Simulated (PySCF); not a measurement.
A PySCF script (with the pyscf-properties extension) for the NMR shieldings of `C[C@@H]([SiH3])N[SiH2]F`, C2H10FNSi2, on a GFN2-xTB geometry:

```python
import basis_set_exchange as bse
import numpy as np
from pyscf import gto, dft
from pyscf.prop import nmr

atoms = """
C    -1.297621    1.363904    0.046462
C    -0.410524    0.152936    0.334010
Si   -1.360146   -1.500558    0.132476
N     0.761766    0.184932   -0.519997
Si    2.378865    0.049938   -0.010015
F     3.219009    0.237449   -1.370342
H    -0.736047    2.286739    0.183014
H    -1.656940    1.334804   -0.980688
H    -2.157111    1.373734    0.712590
H    -0.042663    0.235257    1.361934
H    -2.468663   -1.532107    1.087238
H    -0.433790   -2.604620    0.376042
H    -1.872139   -1.566759   -1.238994
H     0.537764    0.100915   -1.499564
H     2.786470   -1.257291    0.500853
H     2.744174    1.149671    0.873568
"""
names = dict.fromkeys(["C", "Si", "N", "F", "H"], "pcSseg-1")
basis = {el: gto.basis.parse(bse.get_basis(n, elements=[el], fmt="nwchem")) for el, n in names.items()}
mol = gto.M(atom=atoms, basis=basis, charge=0, verbose=0)
mf = dft.RKS(mol, xc="PBE0")
mf.grids.level = 2
mf.grids.alignment = dft.numint.BLKSIZE   # the property module wants whole blocks of grid points
mf.conv_tol = 1e-9
mf.kernel()

calc = nmr.RKS(mf)   # GIAO
C = mf.mo_coeff
Co = C[:, mf.mo_occ > 0]
resp = mf.gen_response(singlet=True, hermi=2)
def vind(x):   # induced exchange potential for any number of trial vectors
    d = np.einsum("pi,xij,qj->xpq", C, 2 * x.reshape(-1, C.shape[1], Co.shape[1]), Co, optimize=True)
    return np.einsum("xpq,pi,qj->xij", resp(d - d.transpose(0, 2, 1)), C, Co, optimize=True).ravel()
mo1, _ = nmr.rhf.solve_mo1(calc, with_cphf=vind)
sigma = calc.kernel(mo1)
for i, s in enumerate(sigma):   # ppm
    print("%2d %-2s %9.2f" % (i, mol.atom_pure_symbol(i), np.trace(s) / 3))
```

Q: What are the results?

A: 
```
 0 C     160.88
 1 C     154.73
 2 Si    413.24
 3 N     227.06
 4 Si    368.35
 5 F     381.38
 6 H      30.00
 7 H      30.62
 8 H      30.45
 9 H      29.31
10 H      27.73
11 H      27.83
12 H      28.12
13 H      31.66
14 H      26.33
15 H      26.51
```

These numbers come from an equivalent density-fitted implementation of the same equations, which agrees with the script to about 0.01 ppm for H and up to a few tenths of a ppm for heavy atoms, so last digits may differ.

Q: Turn these shieldings into chemical shifts. Referencing at the same level of theory: ¹³C (σ = 186.93 ppm) and ²⁹Si (σ = 349.16 ppm) and ¹H (σ = 31.72 ppm) vs TMS; ¹⁵N (σ = 267.73 ppm) against NH3; CFCl3 for ¹⁹F (σ = 170.95 ppm).

A: Averaging equivalent atoms: C 1: 32.2; C 0: 26.0; Si 4: -19.2; Si 2: -64.1; N 3: 40.7; F 5: -210.4; H 14: 5.39; H 15: 5.21; H 10/11/12: 3.82; H 9: 2.41; H 6/7/8: 1.36; H 13: 0.06 ppm. Unscaled 19F shifts against computed CFCl3 carry errors that often reach 10 to 50 ppm. Experimental scales use liquid or dissolved standards, which lie at an offset from isolated NH3 (liquid NH3: subtract about 20 ppm).

Size and cost of the density-fitted run: 166 basis functions, 31 s wall time on 1 thread of an Arm Neoverse N1, shared host; peak memory 0.75 GiB.
